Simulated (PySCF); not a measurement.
FMoN + HF → HMoN + F₂

Level: PBE0 in the def2-TZVP basis family, computed in PySCF with density fitting; scalar-relativistic core potentials for atoms from Rb on, none lighter, no spin–orbit coupling; open shells unrestricted.

| species | state and structure | E (Eh) | ZPE (kJ/mol) | H(298 K) − H(0) (kJ/mol) | S° (J/(mol K)) |
| --- | --- | --- | --- | --- | --- |
| FMoN | triplet, Cs, Mo–F 1.904 Å, Mo–N 1.617 Å; F–Mo–N 114.8° | -222.68685 | 11.7 | 11.9 | 288.0 |
| HF | singlet, C∞v, H–F 0.920 Å | -100.39188 | 24.9 | 8.7 | 173.6 |
| HMoN | triplet, Cs, Mo–H 1.717 Å, Mo–N 1.615 Å; H–Mo–N 100.4° | -123.42806 | 21.2 | 10.4 | 261.3 |
| F₂ | singlet, D∞h, F–F 1.376 Å | -199.40856 | 6.6 | 8.7 | 201.9 |

**Question.** What is the electronic reaction energy?

**Answer.** At PBE0/def2-TZVP, ΔE = 635.7 kJ/mol from the differences of the total energies times 2625.5, uphill. 

**Question.** Add zero-point, thermal and entropy terms for 298.15 K and 1 bar.

**Answer.** ΔZPE = -8.8 and Δ[H(298) − H(0)] = -1.5 kJ/mol give ΔH° = 625.4 kJ/mol. ΔS° = 1.6 J/(mol K), so ΔG° = 625.4 − 298.15 × (0.0016) = 625 kJ/mol.

Open d or f shells are single determinants, so the state found may not be the ground state. Only the bonding shown was studied: isomers, or loss of a ligand pair, can lie lower.
